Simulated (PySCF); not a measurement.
Structure problem from calculated spectra and properties.

Elements present: Al, C and H. Monoisotopic mass: 70.0363 u.

| Property | Result |
| --- | --- |
| Triplet | lowest triplet excitation (Tamm–Dancoff): 4.87 eV [TDA CAM-B3LYP/def2-SVPD] |
| XPS | C1s 289.8, C1s 290.7 (×2), Al1s 1566.6 eV [ΔSCF SCAN, pcX-2 on the ionised atom, pcseg-1 elsewhere, spin-free X2C] |
| 13C NMR | chemical shifts (computed TMS as zero) by class: 3.5 (2 C), 0.9 (1 C) ppm [GIAO PBE/pcSseg-2] |
| 1H NMR | chemical shifts (computed TMS as zero) by class: 5.28 (2 H), 0.84 (2 H), 0.59 (2 H), -0.22 (1 H) ppm [GIAO PBE/pcSseg-2] |
| Rotational structure | rotational constants A, B, C: 14.917, 3.446, 3.325 GHz [PBE0-D3(BJ)/def2-SVP] |
| Dipole | 0.86 D [CAM-B3LYP/def2-SVPD] |

The electronic properties come from PySCF, for the isolated species, density fitting. Levels stand in brackets. One conformer (not necessarily the lowest) at the PBE0-D3(BJ)/def2-SVP geometry, without solvent, vibrations or thermal averaging. NMR values are class means; diastereotopic atoms form classes of their own.

Problem. Which formula fits the mass and the elements?

Solution. C3H7Al (calculated 70.0363). No other formula that holds each of these elements comes within 0.0003 u with a fitting electron parity and a possible valence count.

Problem. What is the compound? Reason from the data.

Solution. Numbering: `[AlH2:1][CH:2]1[CH2:3][CH2:4]1`. 3 carbons fall into 2 classes; from least to most shielded: three-membered-ring carbon [C3/C4] (3.5 ppm, 2 C), three-membered-ring carbon [C2] (0.9 ppm). Hydrogen classes from least to most shielded: 2 H on an aluminium bonded to C and 2 H, Al1 (5.28 ppm, a mean of values up to 0.8 ppm apart in this geometry), 2 H on 2 three-membered-ring carbons, C3/C4 (0.84 ppm), 2 H on 2 three-membered-ring carbons, C3/C4 (0.59 ppm), 1 H on a three-membered-ring carbon, C2 (-0.22 ppm). The core levels belong to: C1s 289.8 eV, three-membered-ring carbon [C2]; C1s 290.7 eV, three-membered-ring carbon [C3/C4]; Al1s 1566.6 eV, aluminium bonded to C and 2 H [Al1]. The optimised geometry has point group Cs and is an asymmetric top. Structure: `[AlH2][CH]1CC1`. Computed isomers that give other values at the same levels: `C=[C](C)[AlH2]` (core binding energies: C1s 289.8, C1s 290.2, C1s 290.7, Al1s 1566.6 eV); `C=C[CH2][AlH2]` (core binding energies: C1s 289.9, C1s 290.4, C1s 290.8, Al1s 1566.9 eV); `C=[CH][AlH][CH3]` (core binding energies: C1s 289.7, C1s 289.7, C1s 290.5, Al1s 1566.4 eV). The assignments are read from this structure; whether some other isomer fits the data as well wasn't checked.
